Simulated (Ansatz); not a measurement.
`[CH3][Mo]([CH3])(=[O])=[O]` and `[CH3][Mo](=[O])(=[O])[F]` differ in one atom or group.

Ansatz, PBE0-D4/def2-TZVP geometries, multiplicity 1. 

Elements past krypton have def2 core potentials.

```tsv
property	`[CH3][Mo]([CH3])(=[O])=[O]`
HOMO energy (B3LYP/def2-TZVPP) / eV	-8.38
HOMO–LUMO gap (ωB97M-V/def2-TZVPP) / eV	10.31
size of the dipole moment (ωB97M-V/def2-TZVPP) / D	3.40
size of the dipole moment (PBE/def2-TZVPP) / D	3.17
HOMO energy (PBE/def2-TZVPP) / eV	-7.23
HOMO energy (ωB97M-V/def2-TZVPP) / eV	-10.94
```

Question: What does the change do to each property? (Estimate.)

Answer: The calculation gave: 
```csv
property,`[CH3][Mo](=[O])(=[O])[F]`,shift
HOMO energy (B3LYP/def2-TZVPP) / eV,-9.17,-0.79
HOMO–LUMO gap (ωB97M-V/def2-TZVPP) / eV,10.93,0.62
size of the dipole moment (ωB97M-V/def2-TZVPP) / D,2.59,-0.81
size of the dipole moment (PBE/def2-TZVPP) / D,2.44,-0.73
HOMO energy (PBE/def2-TZVPP) / eV,-7.84,-0.61
HOMO energy (ωB97M-V/def2-TZVPP) / eV,-11.69,-0.75
```

With PBE0 the HOMO falls by 0.81 eV and the LUMO falls by 0.24 eV, so the gap widens by about 0.57 eV. PBE moves the HOMO by -0.61 eV and ωB97M-V by -0.75 eV. The zero-point energy changes by -85.1 kJ/mol with -9 modes. Dipoles are sizes alone; their direction can turn.

B3LYP here is the variant with VWN-RPA as its local correlation; programs differ in this.
